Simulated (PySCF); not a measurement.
A structure optimised at r2SCAN-D4/def2-TZVP, used in a PySCF frequency run:

```
Cd
F 1 1.9381
I 1 2.5571 2 180.00
```
Charge 0, spin multiplicity 1.

### Question
Write its SMILES, formula and point group.

### Answer
[F][Cd][I], CdFI, C∞v

### Question
What are its rotational constants (standard atomic weights)?

### Answer
0.87020 GHz (linear rotor, B only)
